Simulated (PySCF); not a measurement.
Ligands exchanged one at a time, Ge CH3-OCH3. Gas-phase values, no solvent. One relaxed conformer stands for each flexible species; it need not be the lowest. Strings in code marks are SMILES. All members: neutral, multiplicity 1. Level: B3LYP-D3(BJ)/def2-TZVP // B3LYP-D3(BJ)/def2-SVP (PySCF). B3LYP has the VWN-RPA correlation part, as in Gaussian. Delta-SCF ions had no search for a lower state.  The removal energy is E(N − 1 electrons) − E(N electrons) at the parent's geometry; ε(HOMO) is measured against the vacuum level.

| species | −ε(HOMO) (eV) | vertical ionisation energy (Delta-SCF) (eV) |
|---|---|---|
| `C[O][Ge]([CH3])([CH3])[CH3]` (C–O–Ge–C torsion 60°) | 6.99 | withheld |
| `C[O][Ge]([CH3])([CH3])[O]C` (C–O–Ge–O torsion -55°, O–Ge–O–C torsion 169°) | 7.20 | 9.14 |
| `C[O][Ge]([CH3])([O]C)[O]C` | 7.46 | 9.43 |
| `C[O][Ge]([O]C)([O]C)[O]C` | 7.81 | 9.65 |
| `[CH3][Ge]([CH3])([CH3])[CH3]` | 7.85 | 9.84 |

### Question
Fit vertical ionisation energy (Delta-SCF) = a + b·x to the 4 complete rows by least squares, with x = −ε(HOMO) in eV. Give a, b and the rms residual, and predict the withheld value.

### Answer
Means of the 4 rows: x̄ = 7.58, ȳ = 9.515 eV. Σ(x − x̄)² = 0.2846 and Σ(x − x̄)(y − ȳ) = 0.2715, so b = 0.954 and a = ȳ − b·x̄ = 2.284 eV. The rms residual is 0.056 eV. At x = 6.99 the line gives 8.95 eV, outside the range of the fitted rows. The run for `C[O][Ge]([CH3])([CH3])[CH3]` (C–O–Ge–C torsion 60°) gave 9.11 eV, so the line is off by 0.16 eV, more than twice the rms residual.

Codes: PySCF.
